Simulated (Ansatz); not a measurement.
A made-up structure of SiH$_{2}$O$_{2}$F (charge -1), singlet:

O1  (-0.297, 1.206, -0.800)
Si2  (0.777, -0.127, -0.620)
O3  (0.968, -0.255, 1.086)
F4  (-0.422, -1.330, -0.747)
H5  (-1.168, 1.009, -0.436)
H6  (1.870, -0.380, -1.490)
(Å)

It is relaxed with PBE-D4/def2-SVPD and then PBE0-D4/def2-TZVPD (Ansatz 0.2.0). Atoms count as bonded within 1.22 times the sum of their covalent radii (H–H: 0.88 Å). The end point is not checked to be a true minimum.

Question: Does its bonding change? (A judgement: the text doesn't fix the answer.)

Answer: The calculation gives: No: no bond forms or breaks.

Where it ends: The first stage lowers the energy by 1.34 eV in 15 steps. It ends as SiH₂O₂F ([O][SiH]([OH])[F]), total charge -1:
```xyz
6
angstrom
O -0.5063 0.9263 -1.0036
Si 0.5597 -0.2582 -0.4492
O 0.8968 -0.1586 1.0595
F -0.1758 -1.6360 -0.9433
H -0.7438 1.4553 -0.2380
H 1.6984 -0.2056 -1.4321
```

Labels in which every atom is bracketed show which atoms are joined, not bond orders.

For scale, one of the runs: PBE0-D4/def2-TZVPD relaxation, 181 basis functions, launched by `ansatz run in.yaml --threads 2 --pin off --events-out ev --progress --plain --max-ram 4352MiB`. The run took about 35 s on 2 CPU threads of an Arm Neoverse V2 (shared host).
